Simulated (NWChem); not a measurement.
N-methylmethanimine (C$_{2}$H$_{5}$N); SMILES C=NC

```xyz
8

C     -0.1320     1.1465     0.0000
N      0.5337    -0.1349     0.0000
C     -0.1821    -1.1879     0.0000
H      0.1966     1.7299     0.8865
H      0.1966     1.7299    -0.8865
H     -1.2499     1.0924     0.0000
H     -1.3031    -1.1774     0.0000
H      0.3083    -2.1821     0.0000
```
Atoms are numbered in this order, from 1.

Results from NWChem. Structure relaxed at the PBE-D3(BJ)/def2-SVP level. Total energies compare along this basis series because the functional is fixed.

```json
[
 {"level": "PBE/STO-3G", "basis functions": "20", "energy (Ha)": "-132.0778", "highest occupied level (eV)": "-3.10", "orbital gap (eV)": "4.58", "dipole (D)": "1.39"},
 {"level": "PBE/def2-SVP", "basis functions": "67", "energy (Ha)": "-133.6621", "highest occupied level (eV)": "-5.63", "orbital gap (eV)": "4.37", "dipole (D)": "1.27"},
 {"level": "PBE/def2-SVPD", "basis functions": "100", "energy (Ha)": "-133.6733", "highest occupied level (eV)": "-5.90", "orbital gap (eV)": "4.32", "dipole (D)": "1.40"},
 {"level": "PBE/def2-TZVP", "basis functions": "123", "energy (Ha)": "-133.8132", "highest occupied level (eV)": "-5.90", "orbital gap (eV)": "4.37", "dipole (D)": "1.36"},
 {"level": "PBE/def2-TZVPD", "basis functions": "156", "energy (Ha)": "-133.8142", "highest occupied level (eV)": "-5.95", "orbital gap (eV)": "4.34", "dipole (D)": "1.39"},
 {"level": "PBE/def2-TZVPP", "basis functions": "163", "energy (Ha)": "-133.8149", "highest occupied level (eV)": "-5.90", "orbital gap (eV)": "4.37", "dipole (D)": "1.35"}
]
```
